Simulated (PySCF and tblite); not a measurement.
The numbers below are computed, except where a source is named.
2 diastereomers of C7H9F3O2, numbered alike:

```tsv
isomer	SMILES	descriptors (one enantiomer)
A	[CH3:1][O:2][C@H:3]1[CH:4]=[CH:5][O:6][CH2:7][C@@H:8]1[C:9]([F:10])([F:11])[F:12]	3S, 8S
B	[CH3:1][O:2][C@@H:3]1[CH:4]=[CH:5][O:6][CH2:7][C@@H:8]1[C:9]([F:10])([F:11])[F:12]	3R, 8S
```

Protocol: conformer search, at most 3 conformers an isomer, GFN2-xTB geometries, energies PBE0/pcSseg-1 (D3(BJ) added where defined), weights at 298.15 K with GFN2-xTB thermal terms. Programs: PySCF with density fitting and tblite.

Problem. Rank the isomers by free energy at 298.15 K.

Solution. 
```
isomer  ΔG (kcal/mol)  ΔE, lowest conformer  conformers  largest weight %  rms dipole (D)
     A            0.0                   0.0           3                72            2.44
     B            0.8                   0.7           2                99            2.72
```

ΔG is for one enantiomer.

Problem. If they could interconvert freely, what would the mixture hold (chiral isomers as racemates)?

Solution. A 80 %, B 20 %. A racemate gains RT ln 2.

The conformer set may be incomplete (the search or the number kept was capped).
